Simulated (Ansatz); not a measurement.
One change: `F[SiH2][S][AlH2]` becomes `F[SiH2]S[SiH3]`.

Ansatz, PBE0-D4/def2-TZVP geometries, multiplicity 1. Each molecule was computed in one conformer, which needn't be the lowest.

| property | `F[SiH2][S][AlH2]` |
| --- | --- |
| HOMO energy (PBE0/def2-TZVPP) / eV | -8.22 |
| LUMO energy (PBE/def2-TZVPP) / eV | -2.44 |
| HOMO energy (B3LYP/def2-TZVPP) / eV | -7.95 |
| size of the dipole moment (ωB97M-V/def2-TZVPP) / D | 1.22 |
| HOMO–LUMO gap (ωB97M-V/def2-TZVPP) / eV | 10.33 |
| ideal-gas entropy at 298 K and 1 bar (rigid rotor, harmonic PBE0-D4/def2-TZVP) / J/(mol·K) | 349 |

(1) What does the change do to each property? (Estimate.)

Results:

(1) The calculation gave: 
| property | `F[SiH2]S[SiH3]` | shift |
| --- | --- | --- |
| HOMO energy (PBE0/def2-TZVPP) / eV | -7.91 | 0.31 |
| LUMO energy (PBE/def2-TZVPP) / eV | -1.07 | 1.37 |
| HOMO energy (B3LYP/def2-TZVPP) / eV | -7.65 | 0.30 |
| size of the dipole moment (ωB97M-V/def2-TZVPP) / D | 1.08 | -0.14 |
| HOMO–LUMO gap (ωB97M-V/def2-TZVPP) / eV | 11.64 | 1.31 |
| ideal-gas entropy at 298 K and 1 bar (rigid rotor, harmonic PBE0-D4/def2-TZVP) / J/(mol·K) | 355 | 6 |

With PBE0 the HOMO rises by 0.31 eV and the LUMO rises by 1.48 eV, so the gap widens by about 1.17 eV. PBE moves the HOMO by 0.35 eV and ωB97M-V by 0.30 eV. The zero-point energy changes by 29.7 kJ/mol with +3 modes. Dipoles are sizes alone; their direction can turn. Modes under 60 cm⁻¹, often nearly free rotors, make the harmonic entropy too high.

B3LYP here is the variant with VWN-RPA as its local correlation; programs differ in this.
